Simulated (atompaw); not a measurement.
## What the settings do to the PAW (atompaw) potential of Yb

Base potential:

atompaw 4.2.0.5 input, output lines left out:

```
Yb 70
GGA-PBE scalarrelativistic loggrid 2001 logderivrange -7 5 301
6 6 5 4 0 0
6 0 1
6 1 0
5 2 0
0 0 0
c
c
c
c
v
v
c
c
c
v
v
c
c
v
v
3
3.00 2.30 2.30 2.35
n
n
y
4.45
n
y
-0.1
n
custom rrkj gramschmidtortho besselshape
4 0 troulliermartins
2.15
3.00
2.05
2.30
3.00
3.00
1.20
1.20
```

All-electron outer shells of the reference configuration (PBE, scalar-relativistic, ld1.x):

```tsv
shell	level (eV)	outermost node (bohr)	outermost maximum (bohr)
4p	-344.95	0.26	0.48
4d	-184.64	0.24	0.49
5s	-61.73	0.58	1.07
5p	-34.22	0.62	1.24
4f	-9.74	–	0.49
6s	-9.28	1.46	3.05
5d	-6.46	0.70	1.97
6p	-5.53	1.78	4.06
```

Cutoffs, loose and tight: the cutoffs (Ry, on a coarse ladder) from which the occupation-weighted sum of valence levels, in a spherical-Bessel basis at the reference potential, stays within 10 and 1 mRy of its value at 400 Ry. They see the waves, projectors and local potential, not the compensation charge or the core. A dash means not determined.

| change | outcome | cutoff, loose | cutoff, tight | bound ghosts |
| --- | --- | --- | --- | --- |
| base | generated | 140 Ry | 230 Ry | none |
| all radii scaled by about 1.10 (s 2.36, p 2.24, d 3.28, f 1.32 bohr); local potential troulliermartins scheme with l = 4 at 0 Ry, radius 2.52 bohr; augmentation besselshape compensation charge, radius 2.52 bohr; PAW radius 3.28 bohr; waves and projectors: custom rrkj gramschmidtortho; core correction smooth core density matched at 2.58 bohr | failed: atompaw: The overlap operator has at least one negative eigenvalue! | – | – | – |
| reference 4f14 5s2 5p6 5d0 6s1 6p1 | failed: atompaw: The overlap operator has at least one negative eigenvalue! | – | – | – |
| wave 6s (bound): rc 3.00 bohr becomes 6s (bound): rc 2.94 bohr | generated | 140 Ry | 230 Ry | none |
| core correction smooth core density matched at 1.32 bohr | generated | 140 Ry | 230 Ry | none |
| local potential troulliermartins scheme with l = 4 at 0 Ry, radius 1.94 bohr | failed: atompaw: The overlap operator has at least one negative eigenvalue! | – | – | – |
| local potential bessel scheme, radius 2.30 bohr | generated | 140 Ry | 230 Ry | none |
| augmentation sinc compensation charge, radius 2.30 bohr; PAW radius 3.00 bohr; waves and projectors: custom rrkj gramschmidtortho | generated | 140 Ry | 230 Ry | none |
| wave 6p (bound): rc 2.30 bohr becomes 6p (bound): rc 2.14 bohr | generated | 140 Ry | 230 Ry | none |
| wave 4f channel at -0.1 Ry: rc 1.20 bohr becomes 4f channel at 3.06 Ry: rc 1.20 bohr | generated | 140 Ry | 230 Ry | none |

**Question.** What comes out with this change to the base: augmentation besselshape compensation charge, radius 2.30 bohr; PAW radius 3.00 bohr; waves and projectors: modrrkj vanderbiltortho?

**Answer.** outcome: generated; cutoff, loose: 100 Ry; cutoff, tight: 230 Ry; bound ghosts: none.
